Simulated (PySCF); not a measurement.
**SMILES Fc1ccc(Br)cc1, C₆H₄BrF**

Geometry:
```csv
atom,x (Å),y (Å),z (Å)
F1,-3.140,-0.244,-0.014
C2,-1.812,-0.168,0.007
C3,-1.065,-1.340,0.022
C4,0.325,-1.260,0.045
C5,0.944,-0.010,0.051
Br6,2.828,0.098,0.081
C7,0.187,1.161,0.036
C8,-1.203,1.081,0.013
H9,-1.577,-2.303,0.017
H10,0.928,-2.169,0.057
H11,0.682,2.133,0.041
H12,-1.822,1.980,0.001
```

Computed, not measured: quadratic response CAM-B3LYP/aug-cc-pVDZ first hyperpolarisability, Taylor convention, gas phase in PySCF. Geometry: PBE0-D3(BJ)/def2-SVP.

The calculation is non-relativistic, which matters for the atoms heavier than Zn.

Task: Give β for the processes computed.

Result: In 10⁻³⁰ esu, Taylor convention; the vector part is βᵢ = ⅓ Σⱼ (βᵢⱼⱼ + βⱼᵢⱼ + βⱼⱼᵢ); β∥ is 3/5 of the vector part along the dipole, the dipole points from − to +:
```
                   process  λ (nm)  β vector norm    β∥  β HRS  depolarisation ratio
           static β(0;0,0)       ∞           1.30  0.78   0.50                  6.81
second harmonic β(−2ω;ω,ω)    1907           1.31  0.79   0.50                  6.64
         Pockels β(−ω;ω,0)    1907           1.30  0.78      –                     –
second harmonic β(−2ω;ω,ω)    1064           1.34  0.80   0.52                  6.16
         Pockels β(−ω;ω,0)    1064           1.31  0.79      –                     –
```

Task: Which lowest excitations, dipole and polarisabilities go with it?

Result: S1 5.13 eV (f = 0.017); S2 5.63 eV (f = 0.000); S3 5.83 eV (f = 0.104); dipole 0.27 D; isotropic α 90.5 au static, 90.8 au at 1907 nm, 91.6 au at 1064 nm, 91.8 au at 953.5 nm, 95.2 au at 532 nm.
